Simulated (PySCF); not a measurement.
Ge(Me)(Vi)(OMe)2, SMILES C=[CH][Ge]([CH3])([O]C)[O]C (C5H12GeO2), GFN2-xTB optimised geometry.

```
20

C      1.82     1.26     0.08
C      1.07     0.18     0.00
Ge    -0.92     0.18     0.00
C     -1.84     1.94     0.00
O     -1.45    -0.90    -1.34
C     -1.07    -0.78    -2.69
O     -1.59    -0.63     1.41
C     -1.60    -2.02     1.67
H      2.90     1.22     0.08
H      1.38     2.25     0.14
H      1.54    -0.80    -0.06
H     -1.43     2.59    -0.76
H     -2.90     1.79    -0.19
H     -1.73     2.41     0.97
H     -1.34    -1.71    -3.18
H      0.00    -0.61    -2.80
H     -1.60     0.05    -3.18
H     -0.63    -2.35     2.06
H     -2.37    -2.21     2.42
H     -1.83    -2.59     0.77
```

Density from B3LYP/def2-SVP (PySCF) at that geometry.

Minimum of the electron density along straight lines between bonded atoms, close to the bond critical point (lines longer than 1.1 times the sum of covalent radii, or with two minima, are not listed):

```csv
bond,length / Å,ρ at the minimum / e bohr⁻³,∇²ρ there / e bohr⁻⁵,position (fraction from the first atom)
C1–C2,1.320,0.348,-0.95,0.51
C2–Ge3,1.992,0.122,0.04,0.53
Ge3–C4,1.987,0.124,0.01,0.47
Ge3–O5,1.794,0.131,0.61,0.47
O5–C6,1.407,0.256,-0.43,0.66
Ge3–O7,1.762,0.141,0.70,0.47
O7–C8,1.413,0.251,-0.40,0.66
C1–H9,1.081,0.282,-1.08,0.64
C1–H10,1.078,0.284,-1.09,0.63
C2–H11,1.084,0.279,-1.04,0.63
C4–H12,1.086,0.274,-0.99,0.63
C4–H13,1.086,0.275,-1.01,0.63
C4–H14,1.084,0.275,-1.01,0.63
C6–H15,1.092,0.282,-1.08,0.64
C6–H16,1.093,0.281,-1.06,0.63
C6–H17,1.093,0.281,-1.06,0.63
C8–H18,1.093,0.281,-1.06,0.63
C8–H19,1.092,0.283,-1.08,0.63
C8–H20,1.091,0.284,-1.09,0.64
```
